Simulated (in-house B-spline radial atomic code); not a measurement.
The numbers below are computed, except where a source is named.
**Stopping and range of 5 keV P in Ge**

The pair potential comes from two frozen, spherical free-atom densities (PBE, B-spline radial code, scalar-relativistic past argon): electrostatics plus the change in Thomas-Fermi kinetic and Dirac exchange energy where they overlap, the recipe behind the universal ZBL potential, which averages such potentials (from solid-state densities) over many pairs. It is written V = (Z1 Z2 e²/r) φ(r/a), with e² = 14.3996 eV·Å and a = 0.46850 Å/(Z1^0.23 + Z2^0.23); ZBL's fit is φ = 0.18175 e^(−3.1998x) + 0.50986 e^(−0.94229x) + 0.28022 e^(−0.4029x) + 0.02817 e^(−0.20162x). Where φ falls below 4e-4 it is continued as an exponential.

The target is taken as amorphous, with density 5.3234 g/cm³ (NSM archive of the Ioffe Institute); channelling is ignored. Masses: P 30.97, Ge 72.63 u. Nuclear stopping is S_n = 4π a Z1 Z2 e² M1/(M1 + M2) × s_n(ε), with s_n integrated over impact parameters for each pair. Electronic stopping is Lindhard and Scharff's S_e = Z1^(1/6) 8π e² a0 Z1 Z2/(Z1^(2/3) + Z2^(2/3))^(3/2) × v/v0, with a0 = 0.529177 Å and v = v0 at 24.801 keV/u; it misses the oscillations with Z1 seen in experiment, which reach tens of per cent. Compounds add by atom fraction.

| target atom | a (Å) | ε at this energy | s_n, this pair | s_n, ZBL potential |
| --- | --- | --- | --- | --- |
| Ge | 0.11473 | 0.05819 | 0.2962 | 0.2849 |

Problem. What are the atom density and the stopping powers at entry?

Solution. N = 5.3234 × 0.602214/72.63 = 0.04414 atoms/Å³. For Ge: S_n = 2979 × 0.2962 = 882.4 eV·Å², S_e = 2.5352 × √5000 = 179.3 eV·Å². Averaged over the target's atoms and times N × 10 Å/nm, the ion loses N S_n = 389 eV/nm to recoils and N S_e = 79.1 eV/nm to electrons; the nuclear share is 83 %.

Along the track:

```csv
E (keV),N S_n (eV/nm),N S_e (eV/nm)
0.25,129,17.7
0.75,205,30.6
1.5,269,43.3
2.5,320,56
3.75,362,68.5
5,389,79.1
```

Problem. Estimate the path length and the projected range.

Solution. With continuous slowing down the path is the integral of dE/(N (S_n + S_e)). Trapezoids over the table give 14.4 nm, and the stretch below the first row, with stopping taken as √E, adds 2E/(N S) = 3.4 nm: 17.8 nm in all, against 17.1 nm on a fine grid from 5 eV. Deflections shorten the depth: to first order in the energy passed on, N (S_n + S_e) dR_p/dE = 1 − N S_n (M2/M1) R_p/(2E), summed over the target's atoms, and integrating this on the fine grid gives R_p = 6.43 nm, 0.38 of the path. Lindhard's rule of thumb R/(1 + M2/3M1), with mean M2/M1 = 2.35, gives 9.6 nm; it is meant for M2/M1 below about 2. On the ZBL potential the same equation gives 6.61 nm, and the full integral equation, which keeps hard collisions, 6.96 nm.
